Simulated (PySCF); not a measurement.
Computed vibrations of Bi(OH)3

Bi(OH)3 (singlet). PySCF 2.14.0, RKS PBE0, Bi def2-SVP with ECP60, O def2-SVP, H def2-SVP; non-relativistic Hamiltonian with scalar-relativistic core potentials where named; density fitting; no spin-orbit coupling. Central differences of gradients.

```xyz
7

Bi    0.0000    0.0000   -0.2107
O     1.8212    0.0000    0.8063
H     1.7389    0.0000    1.7680
O    -0.9106    1.5772    0.8063
H    -0.8695    1.5059    1.7680
O    -0.9106   -1.5772    0.8063
H    -0.8694   -1.5059    1.7680
```

Run from Python with OMP_NUM_THREADS=2. Where DIIS fails, smearing, a level shift and second-order steps follow.
It took 23 s on 2 threads of Arm Neoverse V2 (shared host).

What are the harmonic wavenumbers and infrared intensities?

Modes are labelled in C3v; negative numbers are unstable modes, those under 60 cm⁻¹ near the noise; a finer grid moves soft modes by up to 10 cm⁻¹.
```
cm⁻¹  km/mol  symmetry
-271       –        a2
 122    53.7         e
 122    53.7         e
 193    30.2        a1
 227   148.3         e
 227   148.3         e
 561   110.0         e
 561   110.0         e
 582    40.3        a1
 749    57.4         e
 749    57.4         e
 846     0.0        a1
3878    16.7         e
3878    16.7         e
3880   116.5        a1
```

Is this a minimum?

No: 1 unstable; the lowest moves the atoms so:
```
Bi   0.00  0.00  0.00
O    0.00 -0.04  0.00
H    0.00  0.58  0.00
O    0.03  0.02  0.00
H   -0.50 -0.29  0.00
O   -0.03  0.02  0.00
H    0.50 -0.29  0.00
```
